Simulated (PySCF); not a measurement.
³³S chemical shifts

All values are calculated (PySCF 2.14.0 with density-fitted response routines): GFN2-xTB geometry, σ from GIAO-PBE0/pcSseg-1. Averaged over atoms made equivalent by symmetry, fast rotation or ring inversion, no solvent model, a single conformation, non-relativistic Hamiltonian.

Shieldings were converted by a linear fit to measured shifts: ³³S (scatter 33.3 ppm rms vs sulfate, solution or neat liquid). A few per cent of atoms miss by over 2 rms, more outside the fitted compound classes.

Question: Give the ³³S shifts of `Cc1cccc(S(=O)(=O)Cl)c1F`.

Answer: 
```csv
compound,environment,δ (ppm)
Cc1cccc(S(=O)(=O)Cl)c1F,sulfonyl sulfur,-22
```

Question: Match the shifts -12, -98, -568 ppm to `CC(=O)c1cccs1`, `S=[P@@H]1CCc2ccccc21`, `Cc1ccc(S(=O)(=O)Cl)cc1F`.

Answer: -12: Cc1ccc(S(=O)(=O)Cl)cc1F (sulfonyl sulfur); -98: CC(=O)c1cccs1 (aromatic ring sulfur); -568: S=[P@@H]1CCc2ccccc21 (sulfur bonded to P).
